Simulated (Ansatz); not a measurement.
An input meant for Cd(NH2)2 (CdN2H4) (charge 0, singlet; atoms displaced at random, 0.03 Å in each coordinate).

```yaml
crystal:
  periodic: [false, false, false]
  atoms:
    - {symbol: Cd, position_ang: [0.038936, -0.031468, -0.030865]}
    - {symbol: N, position_ang: [0.306446, -0.015513, 1.972205]}
    - {symbol: H, position_ang: [-0.102187, 0.832368, 2.357507]}
    - {symbol: H, position_ang: [-0.193172, -0.753663, 2.454289]}
    - {symbol: N, position_ang: [-0.039860, -0.303645, -1.989376]}
    - {symbol: H, position_ang: [0.754268, 0.118168, -2.530363]}
    - {symbol: H, position_ang: [-0.808900, 0.117018, -2.410484]}
basis:
  gaussian: {orbitals: def2-mTZVPP, fitting: {mean_field: cc-pVTZ-jkfit}}
hamiltonian: {xc: {name: revPBE0}, dispersion: d4}
scf: {lower_state_search: off}
```

```sh
$ ansatz run in.yaml --threads 4 --pin off --events-out ev --progress --plain --max-ram 3916MiB
```

Shortened log:

```
Functional definition: revPBE0
Error: [file] the basis set cc-pVTZ-JKFIT has no functions for Cd
```

In the def2 sets Cd takes a core potential; there is no spin–orbit coupling.
